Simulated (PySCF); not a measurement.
Se(Br)(GeH3) (BrGeH3Se), SMILES [GeH3][Se]Br. Coordinates come from a ωB97X-D3(BJ)/def2-SVP optimisation. The structure was generated by enumeration, and PubChem lists no compound with its InChIKey, so it may never have been made.

The numbers are results of ωB97X-D3(BJ)/def2-SVP in PySCF, not measurements.

Harmonic wavenumbers (cm⁻¹): 87, 132, 301, 321, 549, 562, 834, 882, 900, 2198, 2216, 2216. Rotational constants (GHz): 3.580, 1.105, 0.8532; symmetry number 1.

Work out the zero-point energy and the ideal-gas rigid-rotor harmonic-oscillator thermochemistry at 298.15 K and 1 atm.

ZPE = ½ Σ hcν = ½ × 11199 cm⁻¹ = 16.01 kcal/mol. H − E(el) = 20.14 kcal/mol. Entropy in cal/(mol K): translation 42.26, rotation 28.95, vibration 10.89, total 82.10. G − E(el) = -4.34 kcal/mol. Cp = 19.02 cal/(mol K). Modes under 150 cm⁻¹ make the vibrational entropy uncertain.
